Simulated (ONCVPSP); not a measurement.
u(r) = r·R(r): atom against pseudo-atom (oxygen (O))

Columns: radius, all-electron u(r) and pseudo u(r) of the 2s shell (level -31.39 eV) of oxygen in the configuration [He] 2s2 2p3.5; PBE, scalar-relativistic, ONCV scheme, ONCVPSP 4.0.1.

```tsv
r (bohr)	all-electron	pseudo
0.078	-0.4127	0.0983
0.155	-0.3675	0.1883
0.232	-0.1484	0.2848
0.310	0.1168	0.3938
0.388	0.3653	0.4981
0.465	0.5708	0.5966
0.542	0.7304	0.7080
0.620	0.8465	0.8258
0.698	0.9218	0.9155
0.775	0.9627	0.9621
0.852	0.9770	0.9770
0.930	0.9703	0.9703
1.008	0.9478	0.9478
1.085	0.9143	0.9143
1.162	0.8731	0.8731
1.240	0.8263	0.8263
1.318	0.7766	0.7766
1.395	0.7263	0.7263
1.472	0.6761	0.6761
1.550	0.6262	0.6262
1.628	0.5779	0.5779
1.705	0.5323	0.5323
1.782	0.4891	0.4891
1.860	0.4478	0.4478
1.938	0.4092	0.4092
2.015	0.3737	0.3737
```

(1) How many radial nodes do the two functions have?

(2) At about which radius was the pseudo-wave matched?

(3) Is the pseudo-wave norm-conserving?

Answers

(1) The all-electron 2s function has n − l − 1 = 1; the pseudo-wave has 0, since the states of the same l below it are removed with the core.

(2) 0.90 bohr, where the columns begin to agree (steps of 0.08 bohr).

(3) Yes: the ONCV scheme keeps the norm inside the radius equal to the all-electron one, which fixes the energy derivative of the logarithmic derivative at the level.
